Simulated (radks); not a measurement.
The numbers below are computed, except where a source is named.
Species: the tin ion Sn+. Configuration: [Kr] 4d10 5s2 5p1. Level of theory: scalar-relativistic Kohn-Sham, LDA (Slater exchange, Perdew-Wang correlation), spin-unpolarised, spherical densities, finite nucleus; Fermi nuclear charge, rms radius 4.6519 fm (a radial shooting solver on a logarithmic mesh with Libxc functionals).

Local quantities along the radius. ELF = 1/(1 + alpha^2) is the electron localisation function; alpha = (tau - tau_W)/tau_unif compares the Pauli kinetic energy density with that of the uniform gas; s = |grad rho|/(2 (3 pi^2)^(1/3) rho^(4/3)) is the reduced gradient; 4 pi r^2 rho is in e/bohr. tau is taken from the large components.

r (bohr)    ELF    alpha       s  4 pi r^2 rho
0.001798  0.999  0.02366  0.6039         4.300
0.002076  0.999  0.02422  0.5781         5.468
0.002398  0.999  0.02499  0.5569         6.923
0.002769  0.999  0.02605  0.5399         8.721
0.003198  0.999  0.02743  0.5267         10.92
0.003693  0.999  0.02923  0.5172         13.59
0.0043    0.999  0.03169  0.5109         16.98
0.004966  0.999  0.03474  0.5085         20.77
0.005735  0.999  0.03870  0.5094         25.14
0.006623  0.998  0.04392  0.5138         30.09
0.007649  0.997  0.05088  0.5218         35.51
0.008833  0.996  0.06034  0.5337         41.28
0.01028   0.995  0.07434  0.5507         47.45
0.01188   0.991  0.09337  0.5715         53.04
0.01372   0.986   0.1211  0.5968         57.94
0.01584   0.974   0.1628  0.6266         61.71
0.01829   0.951   0.2267  0.6598         63.96
0.02113   0.904   0.3265  0.6935         64.43
0.0244    0.812   0.4818  0.7210         63.20
0.0284    0.653   0.7285  0.7298         60.56
0.0328    0.482    1.037  0.7000         57.76
0.03788   0.358    1.338  0.6179         55.93
0.04375   0.316    1.472  0.4935         56.32
0.05053   0.356    1.345  0.3709         59.72
0.05835   0.469    1.064  0.2971         65.92
0.06793   0.617   0.7879  0.2864         73.89
0.07846   0.718   0.6260  0.3241         80.17
0.09061   0.756   0.5677  0.3882         82.53
0.1046    0.724   0.6169  0.4615         79.54
0.1208    0.607   0.8043  0.5199         72.06
0.1396    0.433    1.145  0.5195         63.37
0.1625    0.319    1.460  0.4137         57.56
0.1876    0.353    1.354  0.2746         57.93
0.2167    0.509   0.9828  0.2157         62.79
0.2503    0.675   0.6943  0.2561         67.35
0.289     0.759   0.5637  0.3568         66.20
0.3338    0.753   0.5721  0.4941         57.15
0.3886    0.613   0.7946  0.6560         42.15
0.4488    0.336    1.406  0.7302         28.98
0.5183    0.189    2.075  0.5418         21.67
0.5986    0.289    1.569  0.2583         20.67
0.6913    0.578   0.8549  0.2107         22.62
0.7983    0.741   0.5907  0.3089         23.45
0.922     0.758   0.5643  0.4440         21.25
1.073     0.687   0.6748  0.5970         16.46
1.24      0.552   0.9011  0.7409         11.51
1.432     0.395    1.237  0.8596         7.522
1.653     0.292    1.555  0.9222         4.873
1.909     0.276    1.619  0.9387         3.274
2.205     0.340    1.395  0.9783         2.283
2.567     0.449    1.107   1.119         1.548
2.965     0.509   0.9823   1.382         1.008
3.424     0.463    1.076   1.813        0.5926
3.954     0.313    1.483   2.497        0.3063
4.567     0.143    2.448   3.606        0.1362
5.274     0.045    4.606   5.486       0.05115
6.14      0.010    10.09   9.127       0.01480
7.091     0.002    23.78   15.92      0.003656
8.189     0.000    64.41   30.22     0.0007028
9.457     0.000    208.5   63.32     0.0001010

On this mesh the ELF has minima near r = 0.044, 0.16, 0.52, 1.9 bohr, which separate the shells, and maxima near 0.091 (0.76), 0.29 (0.76), 0.92 (0.76), 3.0 (0.51).
